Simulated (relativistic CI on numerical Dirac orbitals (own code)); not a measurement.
## Slater and spin-orbit integrals, Hf VI

These numbers are calculated, not measured: Dirac-Coulomb-Breit CI, separate exchange-only KLI orbitals for each configuration, a model potential for QED, valence Slater integrals scaled by 0.85, P86 correlation energy added to each configuration (own radial code, finite nucleus).

Slater integrals F^k, G^k are unscaled and averaged over j, outside the closed core [Kr] 4d10; ζ comes from projecting the Hamiltonian with its Breit term on Σ l·s of the shell.

- 4f¹³5s²5p⁶: ζ(4f) = 3823.4 cm⁻¹; <r>(4f) = 0.6411, <r^2>(4f) = 0.5142 (bohr units).
- 4f¹⁴5s²5p⁵: ζ(5p) = 44873 cm⁻¹; <r>(5p) = 1.275, <r^2>(5p) = 1.832 (bohr units).
- 4f¹³5s²5p⁵5d: ζ(4f) = 3815.1, F^2(4f,5p) = 63019, G^2(4f,5p) = 28630, G^4(4f,5p) = 23015, ζ(5p) = 47326, F^2(4f,5d) = 38743, F^4(4f,5d) = 18839, G^1(4f,5d) = 15493, G^3(4f,5d) = 13618, G^5(4f,5d) = 10651, F^2(5p,5d) = 67827, G^1(5p,5d) = 81161, G^3(5p,5d) = 50682, ζ(5d) = 2822 cm⁻¹; <r>(4f) = 0.6382, <r^2>(4f) = 0.5083, <r>(5p) = 1.255, <r^2>(5p) = 1.773, <r>(5d) = 1.649, <r^2>(5d) = 3.084 (bohr units).

Averages of the first 10 configurations, taken without configuration mixing, which lowers the lowest level and can move excited configurations by several eV; other configurations of the list can lie among them:

```
Configuration  Parity  States  Average energy above the lowest level (eV)
   4f¹³5s²5p⁶     odd      14                                         0.8
   4f¹⁴5s²5p⁵     odd       6                                        17.7
 4f¹³5s²5p⁵5d    even     840                                        41.6
 4f¹²5s²5p⁶5d    even     910                                        29.9
 4f¹²5s²5p⁶6s    even     182                                        40.3
 4f¹³5s²5p⁵5f     odd    1176                                        72.2
  4f¹³5s5p⁶5d     odd     280                                        79.2
 4f¹²5s²5p⁶6p     odd     546                                        49.5
 4f¹³5s²5p⁵5g    even    1512                                        83.8
 4f¹³5s²5p⁵6s    even     168                                        50.9
```
